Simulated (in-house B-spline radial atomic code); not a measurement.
Results of a calculation; reference values are marked as such.
**C6 from the polarisability at imaginary frequency: Ti⁴⁺**

PBE linear response of the closed shell [Ne] 3s2 3p6, from a B-spline radial code for spherical atoms; scalar-relativistic (spin-free one-electron X2C), finite nucleus, no spin-orbit coupling.

The dispersion coefficient of two like species is C6 = (3/π) ∫ α(iu)² du from 0 to ∞.

| u (hartree) | α(iu) (bohr³) |
| --- | --- |
| 0 | 1.492 |
| 0.335 | 1.445 |
| 0.783 | 1.268 |
| 1.34 | 0.9903 |
| 2.24 | 0.6326 |
| 3.35 | 0.3861 |
| 5.03 | 0.216 |
| 7.83 | 0.1099 |
| 11.2 | 0.06308 |
| 16.8 | 0.03352 |
| 28 | 0.0148 |
| 55.9 | 0.004518 |

Task: Fit one oscillator, α(iu) = α(0)/(1 + u²/ω²), through u = 3.35 and estimate C6.

Result: From α(0)/α(iu) − 1 = 1.492/0.3861 − 1 = 2.8643, ω = u/√2.8643 = 1.9794 hartree (53.9 eV). London's formula gives C6 = (3/4) α(0)² ω = 0.75 × 1.492² × 1.9794 = 3.305 hartree·bohr⁶, and the oscillator holds f = α(0) ω² = 5.85 electrons, of a sum of oscillator strengths of 17.9.

Task: How does that compare with the full integral?

Result: The program's quadrature over all excitations gives C6 = 3.243, so the single oscillator is off by +1.9 %. At the last point the fit gives α = 0.00187 against 0.00452: higher excitations, and deeper shells where there are any, keep the true curve higher at large u.
